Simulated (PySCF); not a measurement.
**SMILES N[CH2][GeH3], CH$_{7}$GeN: coupling constants with relativity**

Cartesian coordinates in Å; atom numbers follow the order of the lines, from 1:
```xyz
10

N    -1.194    0.691    0.617
C    -0.375   -0.440    0.223
Ge    1.516   -0.058    0.596
H    -2.185    0.473    0.535
H    -1.023    1.489    0.009
H    -0.474   -0.765   -0.834
H    -0.641   -1.315    0.839
H     2.414   -1.188    0.051
H     1.909    1.262   -0.103
H     1.749    0.096    2.109
```

Level of theory for the indirect couplings: PBE0/pcJ-1 (dyall-v2z on Ge), no solvent, Gaussian nuclear model, PBE0-D3(BJ)/def2-SVP geometry (PySCF integrals, density fitting).

Non-relativistic values:
```
    coupling            atoms  J (Hz)
1J(73Ge,13C)         Ge3 – C2   -21.6
 1J(73Ge,1H)  Ge3 – H8/H9/H10   -81.0
2J(73Ge,15N)         Ge3 – N1     2.8
 2J(73Ge,1H)      Ge3 – H6/H7     1.9
 3J(73Ge,1H)      Ge3 – H4/H5    -5.1
```

**Question.** What do two-component X2C with spin–orbit coupling give?

**Answer.** 
```csv
coupling,atoms,with spin–orbit (Hz)
"1J(73Ge,13C)",Ge3 – C2,-23.0
"1J(73Ge,1H)",Ge3 – H8/H9/H10,-88.7
"2J(73Ge,15N)",Ge3 – N1,3.3
"2J(73Ge,1H)",Ge3 – H6/H7,1.7
"3J(73Ge,1H)",Ge3 – H4/H5,-5.8
```

The largest listed coupling, 1J(73Ge,1H), ends at 1.10 times its non-relativistic value. Equivalent partners are averaged, as under fast rotation. In the static structure 2J(73Ge,1H) spreads over -0.8, 4.3 Hz. In the static structure 3J(73Ge,1H) spreads over -11.1, -0.5 Hz.
